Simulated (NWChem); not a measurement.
Species: CH5ClOSi; SMILES C[Si@H](O)Cl

```xyz
9

C     -1.4353    -1.2645     0.2402
Si     0.1009    -0.4198    -0.3854
O      1.4932    -1.0315     0.2711
Cl    -0.0693     1.5999     0.0844
H     -1.5664    -1.1042     1.3216
H     -1.3803    -2.3485     0.0527
H     -2.3272    -0.8687    -0.2696
H      0.2694    -0.5418    -1.8524
H      1.6238    -0.9316     1.2187
```
Atoms are numbered in this order, from 1.

Results from NWChem. Pople sets run with spherical d functions. Structure relaxed at the PBE0/def2-SVP level. Atomic charges in e: unrestrained fits to the electrostatic potential beside Mulliken populations; buried atoms are poorly determined by the fit.

For level Hartree-Fock/6-31G*:

```yaml
ESP C1: -0.48
Mulliken C1: -0.81
ESP Si2: 1.02
Mulliken Si2: 1.15
ESP O3: -0.78
Mulliken O3: -0.88
Mulliken Cl4: -0.40
```

Problem. What are these values for level B3LYP/def2-SVP?

Solution. 
- ESP C1: -0.34
- Mulliken C1: -0.26
- ESP Si2: 0.75
- Mulliken Si2: 0.68
- ESP O3: -0.64
- Mulliken O3: -0.38
- Mulliken Cl4: -0.29
